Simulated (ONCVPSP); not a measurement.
## Sn, ONCV: configuration errors across variants

tin (Sn), optimised norm-conserving Vanderbilt (ONCV), made with ONCVPSP 4.0.1 (LDA (Perdew-Wang 92), scalar-relativistic). Core [Ar] 3d10, reference 4s2 4p6 4d10 5s2 5p2. Waves: 4s+5s: rc 1.50 bohr, ncon 5, nbas 8, qcut 10.5 1/bohr, 2 projectors; 4p+5p: rc 1.15 bohr, ncon 4, nbas 7, qcut 11.7 1/bohr, 2 projectors; 4d: rc 1.55 bohr, ncon 4, nbas 9, qcut 11.6 1/bohr, 2 projectors, debl 2.4 Ha. Local part: polynomial inside 1.00 bohr (lpopt 5, dvloc0 0 Ha). Core correction: polynomial model core, fcfact 0.35.

All-electron excitation energies from the reference (eV): (1) 4s2 4p6 4d10 5s2 5p1 7.092; (2) 4s2 4p6 4d10 5s2 5p0 21.350; (3) 4s2 4p6 4d10 5s1 5p0 52.797; (4) 4s2 4p6 4d10 5s2 5p1.5 2.713.

2 further variants failed, have other tests or too few solved ones, and are left out.

Errors AE − PS in meV (a dash: test not solved or not reliable):

| change | (1) | (2) | (3) | (4) | bound ghosts | GHOST(+) flags above zero |
| --- | --- | --- | --- | --- | --- | --- |
| base | -1.3 | -4.1 | -11 | -0.4 | none | s |
| all radii but the core radius scaled by about 0.84 (s 1.26, p 0.96, d 1.30 bohr); local potential polynomial inside 0.84 bohr (lpopt 5, dvloc0 0 Ha) | -1.3 | -4.2 | -9.6 | -0.5 | none | s |
| all radii but the core radius scaled by about 0.90 (s 1.36, p 1.04, d 1.40 bohr); local potential polynomial inside 0.90 bohr (lpopt 5, dvloc0 0 Ha) | -1.3 | -4.1 | -10.0 | -0.5 | none | s |
| all radii but the core radius scaled by about 0.95 (s 1.42, p 1.10, d 1.48 bohr); local potential polynomial inside 0.96 bohr (lpopt 5, dvloc0 0 Ha) | -1.3 | -4.1 | -10 | -0.4 | none | s |
| all radii but the core radius scaled by about 1.08 (s 1.62, p 1.24, d 1.66 bohr); local potential polynomial inside 1.08 bohr (lpopt 5, dvloc0 0 Ha) | -1.3 | -4.2 | -12 | -0.5 | none | s |
| all radii but the core radius scaled by about 1.19 (s 1.78, p 1.36, d 1.84 bohr); local potential polynomial inside 1.18 bohr (lpopt 5, dvloc0 0 Ha) | -1.3 | -4.4 | -13 | -0.5 | none | none |
| all radii but the core radius scaled by about 1.25 (s 1.88, p 1.44, d 1.94 bohr); local potential polynomial inside 1.26 bohr (lpopt 5, dvloc0 0 Ha) | -1.4 | -4.7 | -15 | -0.6 | none | none |

Question: Give the same row for: all radii but the core radius scaled by about 1.15 (s 1.72, p 1.32, d 1.78 bohr); local potential polynomial inside 1.14 bohr (lpopt 5, dvloc0 0 Ha).

Answer: -1.3, -4.3, -13, -0.5; bound ghosts: none; GHOST(+) flags above zero: none.
